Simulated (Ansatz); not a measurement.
AlFGeH₆Si, SMILES `F[SiH]([AlH2])[GeH3]`. The species carries charge 0 and has multiplicity 1. Correlated methods include outer-core shells of Ge, which these sets cover unevenly. Scalar relativity is left out up to krypton.

Z-matrix (Å, degrees):
```
Si
Al 1 2.461
Ge 1 2.392 2 112.3
F 1 1.618 2 111.9 3 -122.1
H 1 1.495 2 111.2 3 118.7
H 2 1.589 1 117.5 3 -61.1
H 2 1.586 1 122.1 3 117.0
H 3 1.538 1 111.9 2 -178.3
H 3 1.539 1 111.2 2 -56.8
H 3 1.540 1 108.6 2 61.7
```

(1) Give the diagnostics of a CCSD(T)/def2-TZVPP run (frozen core, Ansatz 0.2.0). (Estimate.)

Answers

(1) The calculation gave: T1 = 0.0125, largest single amplitude 0.014, largest double 0.022, (T) share of the correlation energy 3.1 %, 10 CCSD cycles. The RHF solution is stable towards an unrestricted one. T1 lies under the customary mark of 0.02 for closed shells.
